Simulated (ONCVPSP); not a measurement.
# Cutoff test, niobium, ONCV

| Property | Result |
| --- | --- |
| Element | niobium (Nb) |
| Generator | ONCVPSP 4.0.1 |
| Type | optimised norm-conserving Vanderbilt (ONCV) |
| Functional | PBE |
| Relativity | fully relativistic |
| Frozen core | [Kr] |
| Valence charge | 5 |
| Reference configuration | 4d4 5s1 |
| Partial waves | 5s: rc 3.25 bohr, ncon 4, nbas 9, qcut 2 1/bohr, 2 projectors, debl 1.9 Ha; p scattering state at 0.04 Ha: rc 3.00 bohr, ncon 4, nbas 7, qcut 2.2 1/bohr, 2 projectors, debl 1.6 Ha; 4d: rc 2.70 bohr, ncon 4, nbas 9, qcut 5.6 1/bohr, 2 projectors, debl 0.6 Ha; f scattering state at 0.13 Ha: rc 2.70 bohr, ncon 3, nbas 6, qcut 4.8 1/bohr, local |
| Local potential | the f channel |
| Core correction | none |

Open shells are filled in proportion to 2j + 1.

In the p channel the program set the typed energies aside and used 0.050, 1.650 Ha (j = l + 1/2; the other j can differ).

Task: For each optimised wave give the share of its norm inside rc, the residual kinetic energy above qcut (Ha) and the cutoffs (Ha) for errors of 10, 1, 0.1 and 0.01 mHa per electron.

Result:

| wave | norm inside rc | residual KE | 10 mHa | 1 mHa | 0.1 mHa | 0.01 mHa |
| --- | --- | --- | --- | --- | --- | --- |
| 5s | 0.415 | 9.8e-04 | 1.1 | 2.0 | 13.6 | 22.1 |
| s projector 2 | 0.165 | 1.9e-01 | 7.7 | 26.1 | 30.3 | 38.4 |
| p projector 1 j=3/2 | 0.270 | 3.1e-04 | 0.9 | 1.9 | 7.6 | 16.1 |
| p projector 2 j=3/2 | 0.185 | 6.8e-02 | 6.9 | 20.5 | 24.0 | 35.0 |
| p projector 1 j=1/2 | 0.286 | 3.5e-04 | 0.9 | 2.0 | 4.0 | 13.8 |
| p projector 2 j=1/2 | 0.185 | 6.5e-02 | 5.4 | 19.2 | 23.3 | 31.3 |
| 4d j=5/2 | 0.737 | 1.2e-06 | 8.6 | 11.0 | 12.9 | 14.2 |
| d projector 2 j=5/2 | 0.211 | 4.0e-06 | 8.9 | 11.4 | 13.4 | 15.0 |
| 4d j=3/2 | 0.747 | 1.2e-06 | 8.7 | 11.0 | 12.9 | 14.3 |
| d projector 2 j=3/2 | 0.209 | 4.2e-06 | 8.9 | 11.5 | 13.4 | 15.1 |
| f projector 1 j=7/2 | 0.002 | 4.3e-08 | 0.4 | 1.1 | 3.9 | 6.9 |
| f projector 1 j=5/2 | 0.002 | 4.3e-08 | 0.4 | 1.1 | 3.9 | 6.9 |

The occupied waves need 11 Ha and 14 Ha for 1 and 0.1 mHa. Rows with under 1 % of the norm inside rc give no meaningful cutoff. Note: no bound ghost flagged; GHOST(+) flagged for s at 27.3 eV, p3/2 at 49.1 eV. 1 of 4 tests not solved or not reliable.
